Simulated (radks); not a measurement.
Problem. Valence configurations of Br II (all share [Ar]). Calculated with a radial shooting solver on a logarithmic mesh with Libxc functionals: Dirac Kohn-Sham, PBE, spin-unpolarised, spherical densities, finite nucleus; open shells fill j = l - 1/2 first; Fermi nuclear charge, rms radius 4.1629 fm. Order these by energy: 3d10 4p6; 3d9.5 4s1.5 4p5; 3d9.5 4s2 4p4.5; 3d10 4s2 4p4; 3d9 4s1 4p6; 3d10 4s0.5 4p5.5; 3d10 4s1 4p5; 3d8 4s2 4p6; 3d9 4s2 4p5; 3d10 4s1.5 4p4.5.

Solution. From the lowest, in eV above it: 3d10 4s2 4p4 0.000; 3d10 4s1.5 4p4.5 6.567; 3d10 4s1 4p5 13.177; 3d10 4s0.5 4p5.5 19.829; 3d10 4p6 26.521; 3d9.5 4s2 4p4.5 31.409; 3d9.5 4s1.5 4p5 38.209; 3d9 4s2 4p5 65.572; 3d9 4s1 4p6 79.659; 3d8 4s2 4p6 142.41. NIST lists [Ar] 3d10 4s2 4p4 as the ground configuration; this level of theory agrees among the configurations tried. The energies are those of spherical spin-averaged densities, not of single terms.
